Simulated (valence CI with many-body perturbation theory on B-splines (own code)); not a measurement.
Results of a calculation; reference values are marked as such.
# Hyperfine factors and g values of Ta LII

Level of theory: configuration interaction combined with many-body perturbation theory (CI+MBPT): four valence electrons over a frozen Dirac-Fock core [Ar], radial functions for each j: 9 s, 9 p, 10 d, 8 f, 5 g, 3 h, 1 i, with the one-electron correlation potential Σ1 (screened to all orders), the two-electron term Σ2, the three-electron term Σ3, Breit, model QED; selected single and double excitations, second order for the rest (own B-spline code, finite nucleus).

The last digits are not significant, and no measured levels were compared; by estimate large intervals hold to a few tenths of a per cent, small ones and those within an open d or f shell to about a per cent. The list stops below the first excitations out of the core. Only levels of the ground parity were solved; by the run's estimate the other parity begins above the list, which can be wrong where configurations are misplaced.

A/g_I is the dipole constant over the nuclear g factor μ/I (μ in nuclear magnetons, uniformly magnetised nucleus), B/Q the quadrupole constant per barn. Both hold the static response of the core; the bare values leave it out. Large factors of s and p1/2 electrons are usually good to 5 to 10 %; those of open d and f shells near neutrality can be off by tens of per cent, and small factors of p3/2, d and f electrons come from cancelling terms and can be off by a factor of two or in sign, in half-filled shells by more. B is blank for J = 1/2, where it vanishes, and for nearly pure S terms. Energies count from the lowest level. Levels with J = 0 are left out.

Levels are named by their leading jj configuration (3d3/2^4 stands for four electrons in 3d with j = 3/2), which in mixed levels can hold well under half, so a name can repeat and another be missing. Letters in brackets count levels of one name in rising energy.

```tsv
Level	E (cm⁻¹)	g	A/g_I (MHz)	A/g_I bare	B/Q (MHz/b)	B/Q bare
(3d3/2^3 3d5/2) J=1	481180	1.490	-6530	-5030	18200	18300
(3d3/2^3 3d5/2) J=4	575770	1.061	60100	60400	6650	6560
(3d3/2^3 3d5/2) J=2	599420	1.199	40300	41000	53600	54200
(3d3/2^3 3d5/2) J=3	626650	1.116	53900	54400	43100	43600
(3d3/2^2 3d5/2^2) J=2 [a]	1036600	1.271	17000	17900	32200	32500
(3d3/2^2 3d5/2^2) J=4 [a]	1053600	1.140	48200	48700	-22400	-22800
(3d3/2^2 3d5/2^2) J=3 [a]	1069800	1.173	38900	39500	8270	8340
(3d3/2^2 3d5/2^2) J=5	1099100	1.078	54500	54900	49000	49500
(3d3/2^2 3d5/2^2) J=6	1121500	1.067	58100	58400	61500	62100
(3d3/2^2 3d5/2^2) J=1	1139500	1.071	64200	64500	8390	8450
(3d3/2^2 3d5/2^2) J=3 [b]	1165000	1.064	62200	62500	12500	12600
(3d3/2^2 3d5/2^2) J=4 [b]	1167500	1.027	62300	62500	-16200	-16300
(3d3/2^2 3d5/2^2) J=2 [b]	1182900	1.078	56300	56600	24900	25200
(3d3/2^2 3d5/2^2) J=2 [c]	1282800	0.970	76300	76300	-6770	-6880
(3d3/2^2 3d5/2^2) J=4 [c]	1325200	1.179	42400	43000	93800	94800
(3d3/2^2 3d5/2^2) J=2 [d]	1424700	1.127	53600	54100	-31300	-31600
(3d3/2 3d5/2^3) J=4 [a]	1606800	1.161	39900	40500	-50900	-51500
(3d3/2 3d5/2^3) J=3 [a]	1617700	1.191	31100	31800	3350	3450
(3d3/2 3d5/2^3) J=1 [a]	1658600	0.997	53000	53100	25300	25500
(3d3/2 3d5/2^3) J=5	1664200	1.133	47300	47800	-33600	-34000
(3d3/2 3d5/2^3) J=6	1668800	1.077	53800	54200	68200	69000
(3d3/2 3d5/2^3) J=2	1731200	1.058	60500	60800	47000	47500
(3d3/2 3d5/2^3) J=3 [b]	1746900	1.086	53200	53500	13000	13200
(3d3/2 3d5/2^3) J=3 [c]	1866400	1.054	58600	58900	76900	77600
(3d3/2 3d5/2^3) J=1 [b]	1870600	1.400	12600	13900	-39400	-39700
(3d3/2 3d5/2^3) J=4 [b]	1871700	1.045	59200	59400	67700	68500
```

(1) Take the isotope of mass number 181, with I = 7/2, μ = 2.365 μN and Q = 3.17 b. What is the hyperfine structure of (3d3/2^2 3d5/2^2) J=5?

## Answers

(1) From the table A = 36900 MHz, B = 155000 MHz. Shifts from the centre of gravity in MHz: F = 3/2: -708000, F = 5/2: -639000, F = 7/2: -539000, F = 9/2: -400000, F = 11/2: -218000, F = 13/2: 17300, F = 15/2: 314000, F = 17/2: 684000.
